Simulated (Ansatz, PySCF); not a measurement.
Gas-phase reaction (SMILES): F[SiH2]F + F (HF) -> F[SiH](F)F [trifluorosilane] + [H][H] (H2); hydrogen fluoride cleaves one Si-H bond, a model of a ligand-exchange step.

Structures are relaxed separately at B3LYP-D3(BJ)/def2-TZVP in Ansatz (a program for electronic structure). Cores are frozen in the correlated levels unless marked. No spin-orbit coupling. No relativistic terms. Basis-set limits of correlation are two-point, X^-3; Hartree-Fock from the larger set. Thermal terms are rigid-rotor harmonic-oscillator values from B3LYP-D3(BJ) frequencies (PySCF) at 298.15 K and 1 atm. 1 Eh = 627.5095 kcal/mol.

```
species      E, CCSD(T)/CBS(cc-pV(T+d)Z,cc-pV(Q+d)Z) (Ansatz) (Eh)  E, B3LYP-D3(BJ)/def2-TZVPD (Ansatz + dftd3) (Eh)  H - E (Eh)  G - E (Eh)
-----------  -----------------------------------------------------  ------------------------------------------------  ----------  ----------
F[SiH2]F                                                -489.98533                                        -490.63828     0.02754    -0.00226
F (HF)                                                  -100.39146                                        -100.49389     0.01259    -0.00713
F[SiH](F)F                                              -589.25692                                        -590.00454     0.02314    -0.00844
[H][H] (H2)                                               -1.17450                                          -1.17983     0.01336    -0.00144
```

Work out ΔE and ΔH, ΔG, ΔS and the equilibrium constant at 298.15 K at the first level, then ΔH at the second.


1. ΔE = [(-589.25692) + (-1.17450)] - [(-489.98533) + (-100.39146)] = -0.05463 Eh = -34.3 kcal/mol at CCSD(T)/CBS(cc-pV(T+d)Z,cc-pV(Q+d)Z).
2. The terms H - E add up to -0.00363 Eh, so ΔH = (-0.05463 + (-0.00363))×627.5095 = -36.6 kcal/mol.
3. The terms G - E add up to -0.00049 Eh, so ΔG = -34.6 kcal/mol, and ΔS = (-0.00363 - (-0.00049))×627509.5/298.15 = -6.6 cal/(mol K).
4. log10 K = -ΔG/(RT ln 10) = 25.4, with RT ln 10 = 1.3642 kcal/mol.
5. At B3LYP-D3(BJ)/def2-TZVPD the same steps give ΔE = -32.8 and ΔH = -35.0 kcal/mol, a shift of +1.6 from the first level.
6. These values are not checked against measurement here, since the tables used lack a sound gas-phase enthalpy of formation for at least one species.
